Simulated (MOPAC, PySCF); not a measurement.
H$_{3}$AlO$_{2}$, SMILES `[OH][AlH][OH]` (H–O–Al–O torsion 0°, O–Al–O–H torsion 1°), neutral singlet in the gas phase. 

Cartesian coordinates (Å):
SMILES: [OH][AlH][OH]
```xyz
6

O      1.5893    -0.1052     0.1842
Al     0.0004     0.4972     0.2256
O     -1.3931    -0.4526     0.0219
H      1.8380    -1.0209     0.0442
H     -0.1924     2.0299     0.4649
H     -1.4180    -1.3998    -0.1256
```
Charge 0, multiplicity 1.

All levels are single points at this geometry (TPSSh-D3(BJ)/def2-TZVP); Pople sets use spherical d functions. Orbital energies aren't observables, and empty levels follow the basis.

| level | HOMO (eV) | LUMO (eV) | gap (eV) | dipole (D) | vertical IE, Delta-SCF (eV) |
|---|---|---|---|---|---|
| TPSSh-D3(BJ)/def2-TZVP in PySCF | -8.12 | -0.44 | 7.68 | 2.48 | 11.16 |
| B3LYP/LANL2DZ in PySCF | -8.60 | -0.31 | 8.29 | 3.03 | – |
| BP86/6-31G* in PySCF | -7.04 | -0.67 | 6.36 | 2.81 | – |
| M06-2X/6-31G* in PySCF | -10.42 | 0.73 | 11.15 | 2.78 | – |
| PBE/6-31G* in PySCF | -6.92 | -0.73 | 6.19 | 2.78 | – |
| SVWN5/6-31G* in PySCF | -7.08 | -0.86 | 6.22 | 2.87 | – |
| HF/STO-3G in PySCF | -8.40 | 10.20 | 18.60 | 1.67 | – |
| AM1 in MOPAC | -11.80 | 0.42 | 12.21 | 2.02 | – |
| PM7 in MOPAC | -11.95 | 1.12 | 13.06 | 4.68 | – |
